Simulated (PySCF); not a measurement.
Species: C2H2F6NP.
Atom-mapped SMILES: `[NH2:1][P:2]([C:3]([F:4])([F:5])[F:6])[C:7]([F:8])([F:9])[F:10]` (hydrogens: H11, H12 on N1)

Cartesian coordinates in Å at the PBE0-D3(BJ)/def2-TZVP level; atoms count from 1:
```xyz
12
C2H2F6NP angstrom
N     -0.869    1.454    0.200
P     -0.271    0.338   -0.873
C     -0.946   -1.239   -0.071
F     -0.849   -1.266    1.264
F     -2.248   -1.330   -0.370
F     -0.339   -2.328   -0.547
C      1.515    0.161   -0.263
F      1.645    0.057    1.066
F      2.122   -0.890   -0.817
F      2.183    1.263   -0.633
H     -0.696    1.423    1.192
H     -1.206    2.331   -0.154
```

Method: PySCF, PBE0-D3(BJ)/def2-TZVP geometry optimisation, gas phase.

Take the most abundant isotopes and a rigid rotor. The values belong to one conformer with, in the numbering `[NH2:1][P:2]([C:3]([F:4])([F:5])[F:6])[C:7]([F:8])([F:9])[F:10]`, H–N1–P2–C3 55° and -142°.

(1) Give the principal moments of inertia and the rotational constants in cm⁻¹.

(2) What kind of rotor is it?

(3) What does the inertial defect say?

(4) Give the other two planar moments, Paa and Pbb, and the rms extents of the mass along the axes.

(5) Where do the levels up to J = 3 lie, in cm⁻¹?

(6) Which lines would a microwave search look for?

Results:

(1) Ia = 286.38, Ib = 554.33, Ic = 638.55 u·Å²; 505379 MHz·u·Å²/I gives 1765, 911.7 and 791.5 MHz, that is A = 0.05886, B = 0.03041, C = 0.02640 cm⁻¹.

(2) An asymmetric top; Ray's κ = -0.753.

(3) Not planar: Δ = Ic − Ia − Ib = -202.17 u·Å². For a rigid frame Δ = −2 Σ m c², so Σ m c² = 101.08 u·Å² lies off the ab plane: 1.70 from hydrogen and 99.39 from heavier atoms. The atom farthest from that plane is 1.33 Å away.

(4) Paa = Σ m a² = (Ib + Ic − Ia)/2 = 453.25 and Pbb = Σ m b² = (Ia + Ic − Ib)/2 = 185.30 u·Å². With the mass M = 184.98 u, the rms extents √(P/M) along a, b and c are 1.57, 1.00, 0.74 Å.

(5) Above 0(0,0):
J = 1: 1(0,1) 0.0568, 1(1,1) 0.0853, 1(1,0) 0.0893
J = 2: 2(0,2) 0.1700, 2(1,2) 0.1949, 2(1,1) 0.2069, 2(2,1) 0.2923, 2(2,0) 0.2927
J = 3: 3(0,3) 0.3389, 3(1,3) 0.3591, 3(1,2) 0.3831, 3(2,2) 0.4627, 3(2,1) 0.4646, 3(3,1) 0.6152, 3(3,0) 0.6153

(6) The dipole components are |μa| = 0.28 D, |μb| = 2.92 D, |μc| = 0.37 D. The squared components, which scale the intensities, stand as 0.01 : 1.00 : 0.02 (a : b : c). Some lines, for components of 0.1 D or more:

```tsv
type	branch	J(Ka,Kc)	MHz	lower level (cm⁻¹)
a	Q	4(1,3) ← 4(1,4)	1197	0.578
c	Q	4(2,3) ← 4(1,3)	2163	0.617
c	R	1(1,0) ← 0(0,0)	2676	0.000
a	R	2(1,2) ← 1(1,1)	3286	0.085
a	R	2(0,2) ← 1(0,1)	3394	0.057
c	Q	4(3,2) ← 4(2,2)	4433	0.695
c	R	2(1,1) ← 1(0,1)	4500	0.057
b	Q	3(3,1) ← 3(2,2)	4573	0.463
b	Q	4(3,2) ← 4(2,3)	4604	0.690
b	R	4(0,4) ← 3(1,3)	6097	0.359
a	R	4(2,2) ← 3(2,1)	6915	0.465
c	R	4(1,3) ← 3(0,3)	8352	0.339
c	R	3(3,1) ← 2(2,1)	9682	0.292
b	R	3(3,0) ← 2(2,1)	9683	0.292
```

Whether it is a minimum is left open (no frequencies). Constants of a rigid frame at the computed geometry: no zero-point averaging, no centrifugal distortion. Quadrupole hyperfine structure (14N) is left out.

Time: 3.1 min wall, 7.8 min CPU; peak memory 1.9 GiB. Hardware: 2 threads of an AMD EPYC 9R45, shared host with 96 logical CPUs at a one-minute load of 48. These figures are those of the optimisation.
